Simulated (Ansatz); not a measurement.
```yaml
crystal:
  periodic: [false, false, false]
  atoms:
    - {symbol: Re, position_ang: [-0.698006, 0.181282, 0.016998]}
    - {symbol: S, position_ang: [-0.095252, -1.770608, -0.334534]}
    - {symbol: S, position_ang: [0.793258, 1.589325, 0.317526]}
basis:
  gaussian: {orbitals: cc-pVTZ-PP}
magnetization: {spin_polarized: true, initial_magnetization: 1}
hamiltonian: {xc: {name: wB97X}}
```

```sh
$ ansatz run in.yaml --threads 2 --pin off --events-out ev --progress --plain --max-ram 4352MiB
```

Problem. Predict how Ansatz answers.

Solution. The program refused the input. The basis set is misnamed or doesn't suit the job.
```
Functional definition: wB97X
  name "wB97X"
  cite "Chai & Head-Gordon, J. Chem. Phys. 128, 084106 (2008) doi:10.1063/1.2834918"
  cite "Becke, J. Chem. Phys. 107, 8554 (1997) doi:10.1063/1.475007"
  parameter omega = 0.3/bohr
  parameter cx = 0.157706
  parameter cx1 = 0.726479
  parameter cx2 = 1.04760
  parameter cx3 = -5.70635
  parameter cx4 = 13.2794
  parameter css1 = -4.33879
  parameter css2 = 18.2308
  parameter css3 = -31.7430
  parameter css4 = 17.2901
  parameter cos1 = 2.37031
  parameter cos2 = -11.3995
  parameter cos3 = 6.58405
  parameter cos4 = -3.78132
  # The coefficients of nought are those of the uniform gas.
  exchange = spin_sum(e_x_unif_sr(omega)*poly(b97_u_x, 1 - cx, cx1, cx2, cx3, cx4)) + cx*exact_x_sr(omega)
      + exact_x_lr(omega)
  correlation = spin_sum(e_c_pw_same_spin*poly(b97_u_same, 1, css1, css2, css3, css4))
      + integral(e_c_pw_opposite_spin*poly(b97_u_opposite, 1, cos1, cos2, cos3, cos4))
Error: [file] the basis set cc-pVTZ-PP has no functions for S
```
